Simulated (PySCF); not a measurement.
## Correlation energy of O²⁺ (oxygen, charge +2)

[He] 2s2 2p2, high-spin 3P determinant. Computed with PySCF 2.14 in 6-31G* (3s2p1d, 14 functions), with no relativity, point nucleus. Frozen: 1s2; 4 electrons correlated.

MP2 pair energies summed by pair of shells (mhartree):

```
 pair  energy  share (%)
2s-2p  -26.26       55.9
2s-2s  -17.31       36.8
2p-2p   -3.41        7.3
```

Total MP2 correlation energy: -46.98 mhartree.

Same-spin part -6.06 and opposite-spin part -40.92 mhartree; SCS-MP2 scales them by 1/3 and 6/5 to -51.12 mhartree.

```tsv
level	correlation energy (mhartree)
CCSD	-69.07
(T)	-0.47
CCSD(T)	-69.54
```

Diagnostics: T1 = 0.0048, D1 = 0.0090, largest double amplitude 0.126.

Cost of the coupled-cluster step: 0.13 s of wall time on 1 thread of Neoverse-N1 (shared host), for 4 correlated electrons.

Iterations:

```
CC2 = 0
CCSD nocc = (np.int64(3), np.int64(1)), nmo = (13, 13)
frozen orbitals [[0], [0]]
max_cycle = 100
direct = 0
conv_tol = 1e-08
conv_tol_normt = 1e-06
diis_space = 8
diis_start_cycle = 0
Init t2, MP2 energy = -0.0469793811249289
Init E_corr(UCCSD) = -0.0469793811267591
cycle = 1  E_corr(UCCSD) = -0.060642346228649  dE = -0.0136629651  norm(t1,t2) = 0.0396598
cycle = 2  E_corr(UCCSD) = -0.065467146352699  dE = -0.00482480012  norm(t1,t2) = 0.0176306
cycle = 3  E_corr(UCCSD) = -0.069129733284285  dE = -0.00366258693  norm(t1,t2) = 0.00851686
cycle = 4  E_corr(UCCSD) = -0.0690640433479828  dE = 6.56899363e-05  norm(t1,t2) = 0.000890142
cycle = 5  E_corr(UCCSD) = -0.069076967484697  dE = -1.29241367e-05  norm(t1,t2) = 9.62199e-05
cycle = 6  E_corr(UCCSD) = -0.0690719594614495  dE = 5.00802325e-06  norm(t1,t2) = 1.41747e-05
cycle = 7  E_corr(UCCSD) = -0.0690738223238502  dE = -1.8628624e-06  norm(t1,t2) = 3.60202e-06
cycle = 8  E_corr(UCCSD) = -0.0690734252563261  dE = 3.97067524e-07  norm(t1,t2) = 9.02539e-07
cycle = 9  E_corr(UCCSD) = -0.0690734311236271  dE = -5.86730108e-09  norm(t1,t2) = 5.27113e-08
UCCSD converged
E(UCCSD) = -73.13638081303723  E_corr = -0.06907343112362714
UCCSD(T) correction = -0.000474665559397846
```
